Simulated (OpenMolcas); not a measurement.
## Cu4+: moving or changing the point charges

Cu4+ among 6 point charges of -2 e arranged as a tetragonal octahedron (D4h), 1.88 Å from the ion, with the axial distance 1.824 Å.

```json
{"Program": "OpenMolcas", "Method": "SS-CASPT2, IPEA 0.25 Eh, imaginary shift 0.1 Eh (closed shells correlated: 3s 3p)", "Basis": "ANO-RCC-VDZP [5s4p2d1f]", "Scalar Hamiltonian": "DKH2, point nucleus", "Active space": "7 electrons in 5 orbitals (3d)", "State averaging": "2S+1 = 4 even, 10 roots; 2S+1 = 2 even, 40 roots", "Spin-orbit coupling": "state interaction with AMFI integrals over the reference wave functions"}
```

Runs around this geometry, states (labels of D4, the rotations of D4h). Energies in cm-1 above the lowest state or level, χT in cm3 K/mol.

| R (Å) | q (e) | Axial / equatorial distance | Ground state | First state of that spin | First gap with spin-orbit (degeneracies) | χT at 300 K | First state of another spin |
| --- | --- | --- | --- | --- | --- | --- | --- |
| 1.88 | -1.3 | 0.97 | 4E | 4A2 26 | 340 (2, 2) | 4.587 | 2B1 22970 |
| 1.8 | -2 | 0.97 | 4E | 4A2 220 | 510 (2, 2) | 4.025 | 2B1 22890 |
| 1.88 | -2 | 0.97 | 4E | 4A2 220 | 470 (2, 2) | 4.222 | 2B1 23060 |
| 2.01 | -2 | 0.97 | 4E | 4A2 66 | 430 (2, 2) | 4.310 | 2B1 22980 |
| 1.88 | -2 | 1.05 | 4A2 | 4E 340 | 410 (2, 2) | 4.212 | 2A1 23140 |

The ground state changes within this set.

Roots that are degenerate in the reference are averaged as groups; the widest CASPT2 spread within a group is 870 cm-1 (the 3-fold group of multiplicity 2 near 33000 cm-1 above the lowest state of its run, R = 1.8, q = -2, ratio = 0.97). Shifts and gaps below about the spread of the groups concerned are not significant. Point charges give a weaker field than real ligands, and real ions of this kind are often low spin; the high spin found here belongs to the model. Free-ion shares, where given, are those of the reference states; single-state CASPT2 does not remix them. An orbital doublet at a regular site is open to a Jahn-Teller distortion, which this geometry leaves out (holds for R = 1.88, q = -1.3, ratio = 0.97; R = 1.8, q = -2, ratio = 0.97; R = 1.88, q = -2, ratio = 0.97; R = 2.01, q = -2, ratio = 0.97). The ground term spreads over less than 5000 cm-1, several times less than with real ligands, so orbital moments are less quenched and χT lies further from the spin-only value than at real sites (holds for R = 1.88, q = -1.3, ratio = 0.97; R = 2.01, q = -2, ratio = 0.97). Spin-orbit coupling mixes the spin-free states strongly: the lowest level takes only 51 % from its leading state, 4A2 (holds for R = 1.88, q = -2, ratio = 1.05). This is an electrostatic model: the charges have no orbitals. A group larger than the point group allows holds several states that coincide in this model. No measured value stands beside these numbers.
